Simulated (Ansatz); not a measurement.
Consider the ligand exchange at the Si–S bond: `CSS[SiH2][SiH3]` + `[NH2][AlH2]` → `[AlH2][NH][SiH2][SiH3]` + `CSS`.

Program: Ansatz. Geometries: PBE0-D4/def2-TZVP. ΔE: electronic, gas phase. CBS: MP2 limit from def2 TZ/QZ plus the TZ coupled-cluster correction, frozen cores. This one scheme is used for every species. DFT in def2-TZVPP. B3LYP here is the variant with VWN-RPA as its local correlation; programs differ in this. One conformer a species, not always the lowest.

`CSS[SiH2][SiH3]`:

Cartesian coordinates in Å:
```
C 1.158 0.062 2.478
S 1.515 0.725 0.843
S -0.199 1.784 0.427
Si -1.288 0.178 -0.502
Si -0.275 -0.463 -2.510
H 2.041 -0.512 2.768
H 0.998 0.866 3.195
H 0.293 -0.601 2.451
H -1.390 -0.958 0.454
H -2.658 0.708 -0.753
H 1.137 -0.863 -2.287
H -0.318 0.683 -3.457
H -1.015 -1.609 -3.107
```

`[NH2][AlH2]`:

Z-matrix (Å, degrees):
```
N
Al 1 1.766
H 1 1.007 2 124.9
H 1 1.007 2 124.9 3 180.0
H 2 1.583 1 117.9 3 -180.0
H 2 1.583 1 117.9 3 0.0
```

`[AlH2][NH][SiH2][SiH3]`:

```xyz
12

Al   -1.518    2.055   -0.677
N    -1.138    0.381   -0.195
Si    0.185   -0.627   -0.680
Si    1.501   -1.279    1.148
H    -0.555    2.763   -1.710
H    -2.798    2.726   -0.031
H    -1.769   -0.048    0.471
H     1.007    0.164   -1.636
H    -0.279   -1.859   -1.386
H     2.587   -2.209    0.731
H     0.659   -1.975    2.162
H     2.118   -0.092    1.803
```

`CSS`:

```xyz
7

C    -0.807    0.030   -0.537
S     0.967    0.316   -0.676
S     1.715   -0.648    0.955
H    -1.219    0.535    0.336
H    -1.024   -1.037   -0.496
H    -1.252    0.454   -1.441
H     1.620    0.349    1.859
```

```csv
level,ΔE (kcal/mol),difference from CCSD(T)/CBS
PBE-D4,5.2,1.8
B3LYP-D4,3.3,-0.1
ωB97M-V,2.9,-0.5
B2PLYP,2.1,-1.3
PBE,4.1,0.7
MP2/def2-TZVPP,3.5,0.1
CCSD/def2-TZVPP,1.5,-1.9
HF/def2-QZVPP,-1.2,-4.6
SCS-MP2/def2-QZVPP,2.7,-0.7
HF/CBS(def2),-1.2,-4.6
CCSD(T)/CBS,3.4,0
```

Largest T1 diagnostic among the species: 0.013.

The D4 term adds +1.8 kcal/mol with B3LYP and +1.0 kcal/mol with PBE0; it sums over pairs of atoms, weighted by their polarisabilities, and B3LYP, whose exchange is more repulsive, gets the larger term. In def2-TZVPP, CCSD(T) changes the Hartree–Fock value by +3.2 kcal/mol (the triples alone add +0.8 kcal/mol) and MP2 by +4.4 kcal/mol.
